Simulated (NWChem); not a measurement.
**Lowest excitation of C2H6AlCl**

SMILES: [Cl][Al]([CH3])[CH3]
```xyz
10

Al     0.2192    -0.2528     0.2233
C      2.0239    -0.6655    -0.4168
H      2.4251    -1.6027     0.0213
H      2.7218     0.1531    -0.1338
H      2.0642    -0.7473    -1.5224
C     -0.6193    -0.9531     1.8491
H     -1.3074    -1.7880     1.5907
H     -1.2335    -0.1852     2.3628
H      0.1227    -1.3522     2.5712
Cl    -0.9453     1.0895    -0.9639
```
Charge 0, spin multiplicity 1.

All runs are NWChem calculations. All single points use one geometry, from PBE/def2-SVP, a minimum by its harmonic frequencies.

Basis set: def2-SVP.

B3LYP has NWChem's definition, with VWN1-RPA local correlation. The structure started from a generated list of species.

Task: For the lowest vertical singlet excitation energy, CIS gives 6.99 eV and TD-PBE gives 5.21 eV. What do TD-PBE0, TD-B3LYP give?

Result: TD-PBE0: 5.72 eV; TD-B3LYP: 5.58 eV.
